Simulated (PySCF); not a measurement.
Cost against size for one kind of job: PySCF 2.14.0, PBE0-D3(BJ)/def2-SVP geometry optimisation, gas phase; work: geometry optimisation from a GFN2-xTB start shaken at random. Hardware: one thread of an Arm Neoverse N1, no GPU (shared host). Times come from a shared host and carry two figures at best. Peak memory is the resident size of the whole Python process, interpreter and libraries included.

```tsv
species (SMILES)	atoms	electrons	basis functions	SCF cycles	gradient evaluations	wall time	peak memory
[F][V]([F])([F])([F])[F]	6	68	101	69	8	?	?
Fc1ccccc1I	12	102	144	70	9	2.8 min	0.57 GiB
NC(=O)[SiH]1N[SiH2]N[SiH2]N1	19	94	188	210	27	16 min	0.92 GiB
[GeH3][O]C1=CBC=CC=C1	18	90	189	62	9	?	?
[GeH3][O]C1=CC=CC=CB1	18	90	189	86	12	6.8 min	0.92 GiB
```

**Question.** Estimate the withheld figures.

**Answer.** `[F][V]([F])([F])([F])[F]`: 56 s, 0.42 GiB; `[GeH3][O]C1=CBC=CC=C1`: 5.1 min, 0.89 GiB.

**Question.** With all rows, how does the wall time grow with the number of basis functions N?

**Answer.** A straight line through log(time) against log(N) has slope 3.5 between N = 101 and 189, and the rows scatter about it by a factor of about 1.6 (standard error of the fit). This is a fit to these rows, whose iteration counts differ, not the method's formal scaling.

**Question.** Which species took longest, and how many times the shortest run?

**Answer.** `NC(=O)[SiH]1N[SiH2]N[SiH2]N1`, at 16 min: about 17 times the shortest (56 s).
